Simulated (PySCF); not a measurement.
Species: C4H5N3O2.
Cartesian coordinates in Å at the GFN2-xTB level; atoms count from 1:
```
atom  x, y, z in Å
C1    -2.743    0.143   -0.008
C2    -1.318    0.191   -0.462
O3    -0.934    0.466   -1.566
O4    -0.492   -0.126    0.564
C5     0.846   -0.154    0.412
N6     1.670   -0.458    1.386
C7     2.882   -0.363    0.799
N8     2.842   -0.023   -0.464
N9     1.533    0.114   -0.720
H10   -3.398    0.398   -0.834
H11   -2.885    0.840    0.814
H12   -2.972   -0.855    0.360
H13    3.793   -0.551    1.326
H14    1.175    0.375   -1.629
```

Vertical excitations from PySCF (density fitting, frozen core in the response, grid level 2 and gas phase unless stated; continuum runs use non-equilibrium linear response for the excitations) on a GFN2-xTB geometry. Reference run:

| settings | S1, eV (f) | S2, eV (f) | S3, eV (f) | S4, eV (f) | S5, eV (f) | S6, eV (f) | T1, eV (Tamm–Dancoff) | mean α (au) |
| --- | --- | --- | --- | --- | --- | --- | --- | --- |
| PBE/pcseg-1, IEF-PCM water, TDA, 1 singlet | 5.14 (0.001) | – | – | – | – | – | 4.52 | 83.2 |

**Question.** What do these settings give: PBE0/def2-SVPD, full TDDFT, 6 singlets?

**Answer.** 
| settings | S1, eV (f) | S2, eV (f) | S3, eV (f) | S4, eV (f) | S5, eV (f) | S6, eV (f) | T1, eV (Tamm–Dancoff) | mean α (au) |
| --- | --- | --- | --- | --- | --- | --- | --- | --- |
| PBE0/def2-SVPD, full TDDFT, 6 singlets | 5.73 (0.167) | 5.82 (0.000) | 6.05 (0.004) | 6.87 (0.027) | 6.98 (0.001) | 7.03 (0.002) | 4.65 | 72.4 |

S1 moves by +0.59 eV; functional, basis, environment and response scheme change together, so the shift can't be laid on one. States are counted by energy in each run and needn't keep their character from row to row.

**Question.** Which orbital pairs make up S1 in each run, and how does it sit against the orbital gap?

**Answer.** 
```
                                  settings  S1 configurations (weight)  S1 (eV)  orbital gap (eV)  S1 − gap (eV)
PBE/pcseg-1, IEF-PCM water, TDA, 1 singlet                  H−1→L 0.99     5.14              4.79          +0.35
    PBE0/def2-SVPD, full TDDFT, 6 singlets                    H→L 0.98     5.73              6.60          -0.87
```

One conformer (not necessarily the lowest) at the GFN2-xTB geometry, without vibrations or thermal averaging.
